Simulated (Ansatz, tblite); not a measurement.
Cost and result up the ladder for closo-1-SB4 (no H on S) (B₄H₄S) (9 atoms). Total charge 0; singlet. Geometry: PBE0-D4/def2-SVP.

```xyz
9

B     0.7687   -0.3287    0.7134
B     0.3391    0.1815   -1.0295
S     0.9384    1.4685    0.1986
B    -0.5549   -0.8684   -0.1174
B    -0.7597    0.6918    0.3897
H     1.5313   -0.8352    1.4860
H     0.6250    0.2412   -2.1913
H    -1.1942   -1.8687   -0.2527
H    -1.6937    1.3179    0.8032
```

Ansatz on 4 threads of Intel Xeon on a shared host; xTB runs through tblite on one thread. Times are rough, summed over both states, and most runs start from the orbitals of an earlier one. No level here is sound enough to serve as a yardstick. The other state is a triplet.

The xTB rows come from tblite.

xTB has no spin-polarisation term.

```csv
level,functions,wall time,vertical triplet (eV)
GFN2-xTB,29,0.034 s,3.86
GFN1-xTB,33,0.046 s,4.55
PBE-D4/def2-TZVP,185,27 s,4.40
r2SCAN-D4/def2-TZVP,185,35 s,4.34
```
